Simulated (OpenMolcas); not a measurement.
## Nb2+: CASPT2 settings compared

- Program: OpenMolcas
- Basis: ANO-RCC-VDZP [6s5p3d1f]
- Scalar Hamiltonian: DKH2, point nucleus
- Active space: 3 electrons in 5 orbitals (4d)
- State averaging: 2S+1 = 4 even, 10 roots; 2S+1 = 2 even, 40 roots kept (CI in the orbitals of an earlier block)
- Spin-orbit coupling: RASSI with atomic mean-field integrals over the reference wave functions, term energies averaged over their components

Methods on the same reference wave functions:
A. CASSCF
B. SS-CASPT2, IPEA 0.75 Eh, imaginary shift 0.05 Eh (closed shells correlated: 4s 4p)
C. SS-CASPT2, IPEA 0.3 Eh, sigma2 regulariser 0.05 Eh (closed shells correlated: 3d 4s 4p)
D. SS-CASPT2, IPEA 0 Eh, sigma2 regulariser 0.05 Eh (closed shells correlated: 4s 4p)
E. MS-CASPT2, IPEA 0.3 Eh, sigma2 regulariser 0.05 Eh (closed shells correlated: 3d 4s 4p)
F. MS-CASPT2, IPEA 0 Eh, sigma2 regulariser 0.05 Eh (closed shells correlated: 4s 4p)

Energies in eV above 4d3 4F 3/2, the measured ground level; measured values from the list in Shadmi, J. Res. Natl. Bur. Stand. 70A, 435 (1966).

| Level | A | B | C | D | E | F | Measured |
| --- | --- | --- | --- | --- | --- | --- | --- |
| 4d3 4F 3/2 | 0.0000 | 0.0000 | 0.0000 | 0.0000 | 0.0000 | 0.0000 | 0.0000 |
| 4d3 4F 5/2 | 0.0658 | 0.0669 | 0.0673 | 0.0682 | 0.0674 | 0.0683 | 0.0640 |
| 4d3 4F 7/2 | 0.1515 | 0.1531 | 0.1536 | 0.1548 | 0.1538 | 0.1550 | 0.1459 |
| 4d3 4F 9/2 | 0.2525 | 0.253 | 0.254 | 0.254 | 0.254 | 0.254 | 0.2404 |
| 4d3 4P 1/2 [75 %] | 1.3879 | 1.235 | 1.175 | 1.120 | 1.163 | 1.085 | 1.0742 |
| 4d3 4P 3/2 [61 %] | 1.3998 | 1.244 | 1.183 | 1.124 | 1.157 | 1.062 | 1.0672 |
| 4d3 2G 7/2 | 1.4819 | 1.343 | 1.286 | 1.187 | 1.287 | 1.187 | 1.1451 |
| 4d3 4P 5/2 | 1.4923 | 1.339 | 1.278 | 1.224 | 1.278 | 1.224 | 1.1895 |
| 4d3 2G 9/2 | 1.5527 | 1.413 | 1.359 | 1.262 | 1.364 | 1.268 | 1.2156 |
| 4d3 2P 1/2 [75 %] | 1.9390 | 1.750 | 1.692 | 1.591 | 1.476 | 1.291 |  |
| 4d3 2H 9/2 | 1.9648 | 1.809 | 1.765 | 1.692 | 1.822 | 1.777 | 1.6014 |
| 4d3 2H 11/2 | 2.0078 | 1.851 | 1.807 | 1.736 | 1.870 | 1.828 | 1.6445 |
| 4d3 2D 5/2(1) | 2.1913 | 1.886 | 1.793 | 1.626 | 1.794 | 1.627 | 1.6234 |
| 4d3 2F 7/2 | 3.2652 | 2.867 | 2.779 | 2.662 | 2.780 | 2.662 | 2.4625 |
| 4d3 2F 5/2 | 3.2982 | 2.898 | 2.811 | 2.693 | 2.811 | 2.693 | 2.4766 |
| 4d3 2D 5/2(2) | 5.0883 | 4.328 | 4.279 | 4.228 | 4.278 | 4.227 |  |
| 4d3 2D 3/2(2) | 5.1268 | 4.364 | 4.316 | 4.265 | 4.324 | 4.268 |  |

Deviations, from unrounded energies. A percentage is the sum of absolute deviations over the sum of measured energies, with the sign that they share, or ± where signs differ.

```tsv
Against measurement	Levels	A	B	C	D	E	F
mean absolute deviation (cm-1)	13	2800	1500	1100	530	1100	590
fine structure of the ground term (%)	3	+4.3	+5.1	+5.4	+5.9	+5.5	+6.0
other terms of the ground configuration (%)	10	+29.3	+15.4	+11.2	+5.3	+11.8	±6.0
```

D lies closest to measurement on these levels and A furthest from it. The largest miss of D in the table is 4d3 2F 5/2, by +1700 cm-1. The ranking rests on the paired levels alone, and a cruder setting can come out closer through cancelling errors.

Among B to F the level of the table that moves most is 4d3 2P 1/2 [75 %], by 3700 cm-1 (lowest in F, highest in B). Moves below CASPT2's spread within the term are not significant.

The mean deviations of B to F differ by less than CASPT2's widest spread within a term (1800 cm-1), so their order carries little weight.

From A to B the spin-free energies of the other terms of 4d3 shown, above 4F, scale by factors of 0.84 to 0.91, as is usual when dynamic correlation screens the repulsion within a d or f shell.

The lowest spin-free term lies below A's lowest term by 0.179 hartree in B, 0.208 hartree in C, 0.201 hartree in D, 0.208 hartree in E, 0.201 hartree in F.

Term energies are means over components that CASPT2 splits; among the terms shown or strongly mixed into the levels shown the widest spread is 1800 cm-1 (4d3 2H, D). Over all roots computed the reference weight is 0.88 to 0.95 in D, 0.88 to 0.95 in F; the roots of lowest weight are the least certain, and an intruder state may touch them. Levels of configurations with an s electron are missing; early in the row they begin among the upper levels of the d shell and mix with terms of their name. Terms from blocks run as CI alone lack orbitals of their own. The CASPT2 spread within a term exceeds the gap to the next term for 4d3 2P and 4d3 2H, 4d3 2H and 4d3 2D(1), so the order of their levels is uncertain (figures for B; the like holds for C, D). Without dynamic correlation excited terms often stand tens of per cent too high (terms of higher spin than the ground term too low), and those without a measured partner can miss by more than the paired ones (holds for A). Some terms miss by over 15 % even with CASPT2, which points to a basis or an active space too small for the shells correlated (holds for B). Some levels mix across a computed gap that differs much from the measured one, so their mixing is not that of the real levels (holds for F). Computed and measured levels are paired by configuration, term and J; levels that our copy of the source lacks, or whose pairing is in doubt (as where it misses far off the trend of its configuration), stay unpaired and out of the deviations. Only configurations of the active space appear. Levels that lie high or do not pair safely by name in every column are left out.

A share in square brackets marks a mixed level and gives the weight of the term that names it, the lowest over the columns. A number in round brackets counts repeated terms of one configuration in the order of the reference energies.
